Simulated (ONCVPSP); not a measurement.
## Before and after: ONCV potential for Ce (Z = 58)

cerium (Ce), optimised norm-conserving Vanderbilt (ONCV), made with ONCVPSP 4.0.1 (PBEsol, scalar-relativistic). Core [Kr] 4d10, reference 4f1 5s2 5p6 5d2 6s1. Waves: 5s+6s: rc 2.80 bohr, ncon 4, nbas 9, qcut 4.9 1/bohr, 2 projectors; 5p: rc 1.75 bohr, ncon 3, nbas 6, qcut 5.1 1/bohr, 3 projectors, debl 2.1 Ha; 5d: rc 3.70 bohr, ncon 4, nbas 9, qcut 4.3 1/bohr, 1 projector; 4f: rc 1.10 bohr, ncon 4, nbas 8, qcut 16.8 1/bohr, 2 projectors, debl 2.4 Ha. Local part: polynomial inside 0.90 bohr (lpopt 1, dvloc0 4 Ha). Core correction: none.

Change: local potential polynomial inside 0.90 bohr (lpopt 1, dvloc0 5.5 Ha).

Cutoffs: the cutoffs (Ha) at which the residual kinetic energy of the hardest occupied pseudo-wave falls to 1 and 0.1 mHa per electron; they do not see the model core or the augmentation charge, which bear on the density cutoff. Errors are all-electron minus pseudo energies relative to the spin-unpolarised reference configuration.

**Question.** What does the change do?

**Answer.** The potential gets neither clearly harder nor softer (107 Ha and 119 Ha → 107 Ha and 119 Ha); both files keep a bound ghost (s); the lowest positive-energy flag moves from p at 160.1 eV to d at 48.8 eV; the errors of the 3 common tests hardly move.

| quantity | base | changed |
| --- | --- | --- |
| cutoff, loose | 107 Ha | 107 Ha |
| cutoff, tight | 119 Ha | 119 Ha |
| bound ghosts | s | s |
| GHOST(+) flags under 300 eV | p at 160.1 eV | d at 48.8 eV, p at 169.3 eV |
| tests counted as reliable (solved cleanly; for ONCVPSP, near-neutral configurations with less than one 5d electron left out) | 3 of 4 | 3 of 4 |
| error for 4f1 5s2 5p6 5d1 6s2, meV [ΔE -0.91 eV] | +0.4 | +0.4 |
| error for 4f1 5s2 5p6 5d1 6s1, meV [ΔE 5.20 eV] | +2.0 | +1.9 |
| error for 4f1 5s2 5p6 5d1 6s0, meV [ΔE 16.23 eV] | +2.3 | +2.2 |
| s: phases at 2.84 bohr within 0.05 rad from the reference energy up to (Ha; the scan ends near 5) | 2.7 | 2.8 |
| p: phases at 1.77 bohr within 0.05 rad from the reference energy up to (Ha; the scan ends near 5) | to the end of the scan | to the end of the scan |
| d: phases at 3.76 bohr within 0.05 rad from the reference energy up to (Ha; the scan ends near 5) | 0.6 | 0.6 |
| f: phases at 1.12 bohr within 0.05 rad from the reference energy up to (Ha; the scan ends near 5) | to the end of the scan | to the end of the scan |

 A true bound ghost makes a file unfit for plane-wave use even where its test errors are small: the radial tests pick states by their node count and pass the ghost by.
